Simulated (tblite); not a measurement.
Compound: C7H6N (doublet state).
Numbering: `[CH2:1]=[C:2][c:3]1[cH:4][cH:5][cH:6][cH:7][n:8]1` (hydrogens: H9, H10 on C1; H11 on C4; H12 on C5; H13 on C6; H14 on C7)

Level: GFN2-xTB in tblite, geometry and Hessian alike; calculated harmonic values, unscaled, isolated species. Errors from tens to a few hundred cm⁻¹ against measured bands are possible. Open shells enter through the occupations alone, without spin polarisation, and single modes of such species can be off by tens of per cent.

Harmonic wavenumbers (cm⁻¹): 100.3, 127.4, 218.3, 347.1, 416.3, 439.2, 456.7, 507.5, 599.7, 668.8, 735.1, 784.6, 837.2, 855.8, 907.8, 916.6, 924.6, 970.5, 1076.9, 1114.3, 1158.0, 1201.5, 1237.8, 1300.4, 1355.2, 1392.0, 1408.6, 1489.3, 1552.2, 1961.3, 2992.6, 3009.3, 3039.8, 3063.4, 3089.3, 3100.6.

A = 5726, B = 1535, C = 1220 MHz; mass 104.050 u (most abundant isotopes); point group Cs, symmetry number 1; spin multiplicity 2.

Task: What is the zero-point energy?

Result: Half the sum of the wavenumbers: 22678 cm⁻¹ = 271.29 kJ/mol.

Task: Entropy at 200 K, 1 bar (ideal gas, RRHO, classical rotation)?

Result: Translation 158.49, rotation 111.32, vibration 36.32, spin (R ln 2) 5.76: S = 311.9 J/(mol K).

Task: And Cp and H(200 K) − H(0)?

Result: Cp = 85.55 J/(mol K), of which vibrations give 52.29 (their classical limit is 36 R = 299.3); H(200 K) − H(0) = 11.09 kJ/mol without the zero-point energy, 4.44 from vibrations.

Task: Blend soft modes into free rotors: weight 1/[1 + (100 cm⁻¹/ν̃)⁴] for the oscillator and the rest for a rotor with moment μB/(μ + B), μ = h/(8π²ν), B = 10⁻⁴⁴ kg m². What vibrational entropy results?

Result: 35.96 J/(mol K) in place of 36.32, which changes −T·S at 200 K by +0.07 kJ/mol.

Task: How do the functions run with temperature in this model?

Result: 
```json
{"T (K)": "150", "S (J/(mol K))": "289.8", "Cp (J/(mol K))": "68.9", "H − H(0) (kJ/mol)": "7.24", "G − H(0) (kJ/mol)": "-36.23", "ln q(vib)": "1.06"}
{"T (K)": "250", "S (J/(mol K))": "332.9", "Cp (J/(mol K))": "103.3", "H − H(0) (kJ/mol)": "15.81", "G − H(0) (kJ/mol)": "-67.40", "ln q(vib)": "2.39"}
{"T (K)": "298.15", "S (J/(mol K))": "352.5", "Cp (J/(mol K))": "120.5", "H − H(0) (kJ/mol)": "21.20", "G − H(0) (kJ/mol)": "-83.91", "ln q(vib)": "3.11"}
{"T (K)": "400", "S (J/(mol K))": "392.8", "Cp (J/(mol K))": "154.2", "H − H(0) (kJ/mol)": "35.24", "G − H(0) (kJ/mol)": "-121.88", "ln q(vib)": "4.73"}
{"T (K)": "600", "S (J/(mol K))": "465.4", "Cp (J/(mol K))": "203.5", "H − H(0) (kJ/mol)": "71.37", "G − H(0) (kJ/mol)": "-207.85", "ln q(vib)": "8.13"}
{"T (K)": "900", "S (J/(mol K))": "557.1", "Cp (J/(mol K))": "247.7", "H − H(0) (kJ/mol)": "139.68", "G − H(0) (kJ/mol)": "-361.70", "ln q(vib)": "13.18"}
```

q(vib) and H(0) count from the zero-point level.

Hindered rotation and anharmonicity are outside this model.
